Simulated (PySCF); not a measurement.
FITe. Atoms are numbered in the order given.

```xyz
3

Te     0.3185     1.1982     0.0000
F     -1.5318     1.7353     0.0000
I     -0.0524    -1.4703     0.0000
```

Coordinates come from a B3LYP-D3(BJ)/def2-TZVP optimisation. The def2 effective core potentials stand for the cores of I, Te; spin–orbit coupling is left out.

The numbers are results of TDA-B3LYP/def2-SVPD run with PySCF, not measurements.

Vertical excitations.  State labels are in the subgroup Cs.

Computed lowest excited states:
```json
[
 {"state": "S1", "symmetry": "A\"", "energy (eV)": "2.01", "λ (nm)": "615", "f": "0.001", "main pairs": "HOMO→LUMO 98 %"},
 {"state": "S2", "symmetry": "A\"", "energy (eV)": "2.41", "λ (nm)": "514", "f": "0.000", "main pairs": "HOMO→LUMO+1 98 %"},
 {"state": "S3", "symmetry": "A'", "energy (eV)": "3.77", "λ (nm)": "329", "f": "0.002", "main pairs": "HOMO−1→LUMO 99 %"},
 {"state": "S4", "symmetry": "A\"", "energy (eV)": "3.97", "λ (nm)": "312", "f": "0.000", "main pairs": "HOMO−2→LUMO 100 %"},
 {"state": "S5", "symmetry": "A\"", "energy (eV)": "4.40", "λ (nm)": "282", "f": "0.000", "main pairs": "HOMO−2→LUMO+1 100 %"},
 {"state": "S6", "symmetry": "A'", "energy (eV)": "4.43", "λ (nm)": "280", "f": "0.008", "main pairs": "HOMO−1→LUMO+1 89 %"},
 {"state": "S7", "symmetry": "A'", "energy (eV)": "5.55", "λ (nm)": "223", "f": "0.005", "main pairs": "HOMO−3→LUMO+1 95 %"},
 {"state": "S8", "symmetry": "A\"", "energy (eV)": "5.56", "λ (nm)": "223", "f": "0.019", "main pairs": "HOMO→LUMO+2 98 %"},
 {"state": "S9", "symmetry": "A\"", "energy (eV)": "6.11", "λ (nm)": "203", "f": "0.051", "main pairs": "HOMO→LUMO+3 96 %"},
 {"state": "S10", "symmetry": "A'", "energy (eV)": "6.44", "λ (nm)": "193", "f": "0.327", "main pairs": "HOMO→LUMO+4 79 %, HOMO−3→LUMO 13 %"},
 {"state": "T1", "symmetry": "A\"", "energy (eV)": "1.41", "λ (nm)": "881", "f": "0", "main pairs": "HOMO→LUMO 99 %"},
 {"state": "T2", "symmetry": "A\"", "energy (eV)": "1.67", "λ (nm)": "741", "f": "0", "main pairs": "HOMO→LUMO+1 97 %"},
 {"state": "T3", "symmetry": "A'", "energy (eV)": "3.25", "λ (nm)": "382", "f": "0", "main pairs": "HOMO−1→LUMO 98 %"},
 {"state": "T4", "symmetry": "A\"", "energy (eV)": "3.46", "λ (nm)": "358", "f": "0", "main pairs": "HOMO−2→LUMO 98 %"}
]
```
Triplets are in the Tamm–Dancoff approximation.
